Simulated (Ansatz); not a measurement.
`CCC(C)C(=O)OC`, charge 0, multiplicity 1.

(1) Give a relaxed structure at PBE0-D4/def2-TZVP (the Gaussian-basis code of Ansatz). (An estimate is asked.)

Results:

(1) Computed: 
Z-matrix (Å, degrees):
```
C
C 1 1.518
H 1 1.093 2 111.1
H 1 1.094 2 111.3 3 120.4
H 1 1.092 2 111.1 3 -119.6
C 2 1.523 1 113.5 3 -62.1
H 2 1.094 1 109.9 3 59.5
H 2 1.095 1 109.9 3 176.9
C 6 1.510 2 110.8 1 64.3
C 6 1.528 2 111.8 1 -175.1
H 6 1.094 2 109.7 1 -54.3
O 9 1.203 6 125.2 2 39.6
O 9 1.340 6 111.7 2 -142.5
H 10 1.092 6 111.5 2 179.2
H 10 1.092 6 110.1 2 59.2
H 10 1.092 6 110.4 2 -60.2
C 13 1.424 9 115.2 6 -176.9
H 17 1.091 13 110.6 9 60.2
H 17 1.091 13 110.6 9 -60.3
H 17 1.088 13 105.9 9 179.9
```
This is one stationary point; other conformers may exist.
